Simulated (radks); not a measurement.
Effect of the nuclear size on the osmium ion Os+, [Xe] 4f14 5d6 6s1. Method: Dirac Kohn-Sham, relativistic LDA (MacDonald-Vosko exchange, VWN5 correlation), spin-unpolarised, spherical densities, finite nucleus; open shells fill j = l - 1/2 first; Fermi nuclear charge, rms radius 5.4126 fm; computed with a radial shooting solver on a logarithmic mesh with Libxc functionals. The rms radius is varied about that value; shifts are against it.

rms radius (fm)  total energy shift (eV)  density at nucleus (e/bohr^3)  1s1/2 shift (meV)  2s1/2 shift (meV)  5s1/2 shift (meV)  5p1/2 shift (meV)  6s1/2 shift (meV)  6p1/2 (empty) shift (meV)  7s1/2 (empty) shift (meV)
4.4654                             -23.1                      1.771e+06              -9270              -1330              -13.5              0.285              -1.37                      0.150                     -0.170
5.0554                             -9.04                      1.692e+06              -3630               -521              -5.29              0.111             -0.537                      0.059                     -0.067
5.4126                                 0                       1.65e+06              0.000              0.000              0.000              0.000              0.000                      0.000                      0.000
5.9214                              13.5                      1.597e+06               5430                780               7.92             -0.166              0.804                     -0.088                      0.100
6.4951                              29.7                      1.543e+06              11900               1710               17.4             -0.363               1.76                     -0.193                      0.219

Slopes of the eigenvalues against <r^2> in GHz/fm^2, as finite differences over the two radii next to the reference (eigenvalue slopes, not the field-shift constants of lines): 1s1/2 231000, 2s1/2 33100, 5s1/2 336, 5p1/2 -7.06, 6s1/2 34.1, 6p1/2 (empty) -3.73, 7s1/2 (empty) 4.23.
